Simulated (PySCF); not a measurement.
# Electric field gradients and quadrupole coupling constants

Species: C₈H₈S.
Z-matrix (Å and degrees, PBE0-D3(BJ)/def2-SVP geometry), rows numbered from 1:
```
C 
C   1  1.3382
C   2  1.4686  1  125.60
C   3  1.4035  2  120.90  1    34.82
C   4  1.3901  3  121.58  2   177.65
C   5  1.3944  4  119.72  3     0.00
C   6  1.3914  5  119.84  4     1.09
C   7  1.3982  6  120.58  5    -0.98
S   8  1.7759  3  122.38  2     1.04
H   1  1.0926  2  121.12  3  -177.98
H   1  1.0942  2  121.79  3     2.62
H   2  1.0966  1  119.16  3  -179.74
H   4  1.0924  3  118.52  2     0.01
H   5  1.0922  4  119.94  3  -179.15
H   6  1.0924  5  120.42  4  -179.64
H   7  1.0923  6  120.34  5   177.79
H   9  1.3504  8   97.09  3    42.83
```

Field gradients from the PBE0/pcSseg-1 density (PySCF, non-relativistic), principal values in atomic units, ordered |Vxx| ≤ |Vyy| ≤ |Vzz|:

| atom | Vxx | Vyy | Vzz |
| --- | --- | --- | --- |
| S9 | 0.4324 | 2.3039 | -2.7363 |

Q: Find the asymmetry η = (Vxx − Vyy)/Vzz and the couplings χ = eQV/h (234.96 MHz × Q in barn × V in au), with Q(33S) = −0.0678 b.

A: 
```tsv
atom	environment	nucleus	η	χzz (MHz)	χxx (MHz)	χyy (MHz)
S9	thiol sulfur	33S	0.68	43.59	-6.89	-36.70
```

The tensor is traceless: Vxx + Vyy + Vzz = 0.

Q: What is Vzz at S9 in SI units (1 au = 9.71736 × 10²¹ V/m²)?

A: -2.7363 au = -26.590 × 10²¹ V/m².

Q: And the gradient at the other heavy atoms, for which no coupling is worked out here?

A: 
| atom | environment | Vzz (au) | η |
| --- | --- | --- | --- |
| C1 | terminal =CH2 carbon | 0.302 | 0.38 |
| C2 | alkene CH carbon | 0.315 | 0.52 |
| C3 | substituted aromatic carbon | 0.264 | 0.21 |
| C4 | aromatic CH carbon | 0.305 | 0.21 |
| C5 | aromatic CH carbon | 0.308 | 0.18 |
| C6 | aromatic CH carbon | 0.316 | 0.17 |
| C7 | aromatic CH carbon | 0.289 | 0.21 |
| C8 | substituted aromatic carbon | -0.285 | 0.15 |

Q: What couplings would deuterons (Q(2H) = 0.00286 b) have in place of the hydrogens, at this geometry?

A: 
```tsv
atom	bonded to	bond length (Å)	Vzz (au)	η	χzz (kHz)
H10	C1	1.093	0.3073	0.05	206
H11	C1	1.094	0.3039	0.05	204
H12	C2	1.097	0.2925	0.06	197
H13	C4	1.092	0.3024	0.07	203
H14	C5	1.092	0.3046	0.07	205
H15	C6	1.092	0.3042	0.07	204
H16	C7	1.092	0.3014	0.08	203
H17	S9	1.350	0.2190	0.18	147
```

The structure is a single PBE0-D3(BJ)/def2-SVP conformer in the gas phase; no vibrational or solvent corrections. With so small a basis the couplings can be 20 % off.
